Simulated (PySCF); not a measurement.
A species of formula C5H13NOSi2 has this rotational fingerprint, computed with PBE0/pcSseg-1 in PySCF (dipole) on a GFN2-xTB geometry, gas phase:

| Property | Result |
| --- | --- |
| Rotational constants | A = 2018, B = 585.7, C = 542.6 MHz |
| Dipole components | \|μa\| = 0.37 D, \|μb\| = 3.65 D, \|μc\| = 0.47 D |
| Inertial defect | -181.81 u·Å² |
| κ | -0.94 |

Question: Which structure is it? (One computed conformer of each.)
A. `[CH3:1][C:2](=[O:3])[C@@H:4]1[CH2:5][C@@H:6]1[N:7]([SiH3:8])[SiH3:9]` with C1–C2–C4–C5 -159°, C5–C6–N7–Si8 -147°
B. `[CH2:1]=[N:2][CH2:3][SiH2:4][Si@H:5]([OH:6])[CH:7]1[CH2:8][CH2:9]1` with C1–N2–C3–Si4 -110°, N2–C3–Si4–Si5 -45°, C3–Si4–Si5–O6 7°, Si4–Si5–O6–H 18°, Si4–Si5–C7–C8 129°
C. `[CH3:1][CH2:2][NH:3][C:4](=[O:5])[Si@H:6]1[CH2:7][CH2:8][SiH2:9]1` with C1–C2–N3–C4 -115°, C2–N3–C4–O5 -3°, N3–C4–Si6–C7 -30°, C4–Si6–C7–C8 126°, Si6–C7–C8–Si9 -12°, C7–C8–Si9–Si6 10°, C4–Si6–Si9–C8 -121°
D. `[CH2:1]=[CH:2][CH2:3][Si@@:4]([NH2:5])([CH:6]=[CH2:7])[SiH2:8][OH:9]` with C1–C2–C3–Si4 101°, C2–C3–Si4–N5 -63°, C3–Si4–N5–H 37° and 174°, C3–Si4–C6–C7 111°, C3–Si4–Si8–O9 69°
E. `[CH3:1][CH2:2][NH:3][C:4](=[O:5])[C@H:6]1[CH2:7][SiH2:8][SiH2:9]1` with C1–C2–N3–C4 -108°, C2–N3–C4–O5 -5°, N3–C4–C6–C7 142°, C4–C6–C7–Si8 75°, C6–C7–Si8–Si9 24°, C7–Si8–Si9–C6 -19°, C4–C6–Si9–Si8 -87°

Answer: C. It is CCNC(=O)[Si@H]1CC[SiH2]1, a near-prolate asymmetric top, point group C1. The candidates at the same level (rigid rotor, commonest isotopes):

| SMILES | A (MHz) | B (MHz) | C (MHz) | μa (D) | μb (D) | μc (D) | Δ (u·Å²) | point group | rotor |
| --- | --- | --- | --- | --- | --- | --- | --- | --- | --- |
| CCNC(=O)[C@H]1C[SiH2][SiH2]1 | 2372 | 675.4 | 639.6 | 2.41 | 1.01 | 2.28 | -171.18 | C1 | near-prolate asymmetric top |
| C=CC[Si@@](N)(C=C)[SiH2]O | 1398 | 773.7 | 595.8 | 1.37 | 0.65 | 1.81 | -166.29 | C1 | asymmetric top |
| C=NC[SiH2][Si@H](O)C1CC1 | 2112 | 661.2 | 603.5 | 2.21 | 1.24 | 0.62 | -166.17 | C1 | near-prolate asymmetric top |
| CCNC(=O)[Si@H]1CC[SiH2]1 | 2018 | 585.7 | 542.6 | 0.37 | 3.65 | 0.47 | -181.81 | C1 | near-prolate asymmetric top |
| CC(=O)[C@@H]1C[C@@H]1N([SiH3])[SiH3] | 1527 | 948.1 | 813.4 | 1.42 | 0.33 | 2.45 | -242.74 | C1 | asymmetric top |

`C=CC[Si@@](N)(C=C)[SiH2]O` has B 32 % too high; `C=NC[SiH2][Si@H](O)C1CC1` has B 13 % too high; `CCNC(=O)[C@H]1C[SiH2][SiH2]1` has C 18 % too high; `CC(=O)[C@@H]1C[C@@H]1N([SiH3])[SiH3]` has B 62 % too high. No structure here is proved a minimum.
